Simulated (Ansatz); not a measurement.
One change: `C[S][AlH][O][InH2]` becomes `C[S][AlH][CH2]F`.

Ansatz, PBE0-D4/def2-TZVP geometries, multiplicity 1. Each molecule was computed in one conformer, which needn't be the lowest.

Elements past krypton have def2 core potentials.

```csv
property,`C[S][AlH][O][InH2]`
size of the dipole moment (PBE/def2-TZVPP) / D,3.31
HOMO energy (PBE/def2-TZVPP) / eV,-5.61
HOMO–LUMO gap (PBE/def2-TZVPP) / eV,3.16
HOMO–LUMO gap (B3LYP/def2-TZVPP) / eV,4.50
HOMO–LUMO gap (PBE0/def2-TZVPP) / eV,5.03
LUMO energy (PBE0/def2-TZVPP) / eV,-1.73
```

Task: What does the change do to each property? (Best estimate.)

Result: The calculation gave: 
| property | `C[S][AlH][CH2]F` | shift |
| --- | --- | --- |
| size of the dipole moment (PBE/def2-TZVPP) / D | 0.94 | -2.37 |
| HOMO energy (PBE/def2-TZVPP) / eV | -6.07 | -0.46 |
| HOMO–LUMO gap (PBE/def2-TZVPP) / eV | 4.30 | 1.14 |
| HOMO–LUMO gap (B3LYP/def2-TZVPP) / eV | 5.75 | 1.25 |
| HOMO–LUMO gap (PBE0/def2-TZVPP) / eV | 6.18 | 1.15 |
| LUMO energy (PBE0/def2-TZVPP) / eV | -1.04 | 0.69 |

With PBE0 the HOMO falls by 0.46 eV and the LUMO rises by 0.69 eV, so the gap widens by about 1.15 eV. PBE moves the HOMO by -0.46 eV and ωB97M-V by -0.47 eV. Dipoles are sizes alone; their direction can turn.

B3LYP here is the variant with VWN-RPA as its local correlation; programs differ in this.
